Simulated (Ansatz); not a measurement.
`PSC=[Se]` + H–F → `FC=[Se]` + `PS` at 298.15 K and 1 bar (substitution at a C–S bond).

Computed with Ansatz on PBE0-D4/def2-TZVP structures; ΔE is electronic, products minus reactants. CCSD(T)/CBS is the MP2 limit (def2-TZVPP, def2-QZVPP) plus CCSD(T) − MP2 in def2-TZVPP, frozen cores. This one scheme is used for every species. For Se outer-core shells are correlated without core-valence functions, which leaves a few kJ/mol of doubt a bond. Scalar relativity is left out up to krypton. One conformer a species, not always the lowest.

| species | CCSD(T)/CBS energy (Eh) | H − E (kJ/mol) | S (J/(mol·K)) |
| --- | --- | --- | --- |
| `PSC=[Se]` | -3179.24657 | 111.1 | 339.8 |
| H–F | -100.39570 | 33.5 | 173.6 |
| `FC=[Se]` | -2539.10585 | 58.1 | 270.5 |
| `PS` | -740.51379 | 83.7 | 266.5 |

H − E and S are ideal-gas, rigid-rotor, harmonic terms from PBE0-D4/def2-TZVP, for one conformer and one mirror image of each species. 1 Eh = 2625.50 kJ/mol, R = 8.31446 J/(mol·K).

Task: By hand: ΔE, ΔH, ΔS and ΔG.

Result: ΔE = (-2539.10585) + (-740.51379) − (-3179.24657) − (-100.39570) = 0.02263 Eh = 59.4 kJ/mol. Δ(H − E) = 58.1 + 83.7 − 111.1 − 33.5 = -2.8, so ΔH = 56.6 kJ/mol. ΔS = 270.5 + 266.5 − 339.8 − 173.6 = 23.6 J/(mol·K). ΔG = 56.6 − 298.15 × (23.6)/1000 = 49.6 kJ/mol.

Task: By hand: the equilibrium constant, and the temperature at which ΔG would vanish if ΔH and ΔS stayed fixed.

Result: log₁₀ K = −ΔG/(RT ln 10) = -8.7. ΔG = 0 at ΔH/ΔS = 2398 K.

ΔH outweighs TΔS. A doubt of 5 kJ/mol in ΔE shifts log₁₀ K by 0.9 here. Other conformers and mirror images would add mixing entropy, several J/(mol·K) or more a flexible species. These are equilibria of isolated gas molecules and say nothing of rates. Largest T1 diagnostic: 0.017 (customary marks: 0.02 for closed shells, 0.045 for open ones).
